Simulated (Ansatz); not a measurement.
A calculation with Ansatz (development build ahead of 0.2.0).

```yaml
crystal:
  periodic: [false, false, false]
  atoms:
    - { symbol: Sc, position_ang: [0.0, 0.0, 0.0] }
    - { symbol: Mn, position_ang: [0.0, 0.0, 2.8428] }
basis:
  gaussian: { orbitals: pcseg-2 }
magnetization:
  spin_polarized: true
  initial_magnetization: 4
hamiltonian:
  xc: pbe
```

The input is written out in the form of the current development build from the run's settings.

Output:

* Converged: yes
* Total energy: -1911.19309 hartree
* Spin squared of the determinant: 7.319
* Stability test: minimum

Caution: another spin multiplicity may lie lower; the unrestricted determinant is a mixture of spin states.
